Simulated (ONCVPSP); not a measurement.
**An all-electron radial function and its pseudo partner (cobalt)**

Columns: radius, all-electron u(r) and pseudo u(r) of the 3s shell (level -104.07 eV) of cobalt in the configuration [Ne] 3s2 3p6 3d7 4s1.5; PBE, non-relativistic, ONCV scheme, ONCVPSP 4.0.1.

| r (bohr) | all-electron | pseudo |
| --- | --- | --- |
| 0.062 | 0.1441 | 0.1388 |
| 0.125 | -0.4953 | 0.2805 |
| 0.188 | -0.6655 | 0.4225 |
| 0.250 | -0.4371 | 0.5614 |
| 0.312 | -0.0362 | 0.6963 |
| 0.375 | 0.3866 | 0.8252 |
| 0.438 | 0.7430 | 0.9404 |
| 0.500 | 0.9993 | 1.0348 |
| 0.562 | 1.1623 | 1.1057 |
| 0.625 | 1.2450 | 1.1503 |
| 0.688 | 1.2626 | 1.1657 |
| 0.750 | 1.2336 | 1.1532 |
| 0.812 | 1.1739 | 1.1161 |
| 0.875 | 1.0934 | 1.0575 |
| 0.938 | 1.0025 | 0.9833 |
| 1.000 | 0.9093 | 0.9007 |
| 1.062 | 0.8169 | 0.8139 |
| 1.125 | 0.7268 | 0.7261 |
| 1.188 | 0.6423 | 0.6423 |
| 1.250 | 0.5657 | 0.5657 |
| 1.312 | 0.4961 | 0.4961 |
| 1.375 | 0.4324 | 0.4324 |
| 1.438 | 0.3757 | 0.3757 |
| 1.500 | 0.3262 | 0.3262 |
| 1.562 | 0.2826 | 0.2826 |
| 1.625 | 0.2437 | 0.2437 |

How many radial nodes do the two functions have?

The all-electron 3s function has n − l − 1 = 2; the pseudo-wave has 0, since the states of the same l below it are removed with the core.

At about which radius was the pseudo-wave matched?

1.25 bohr, where the columns begin to agree (steps of 0.06 bohr).

Where does each function peak?

Outermost all-electron maximum near 0.69 bohr, pseudo maximum near 0.69 bohr (to the table’s step).

Is the pseudo-wave norm-conserving?

Yes: the ONCV scheme keeps the norm inside the radius equal to the all-electron one, which fixes the energy derivative of the logarithmic derivative at the level.
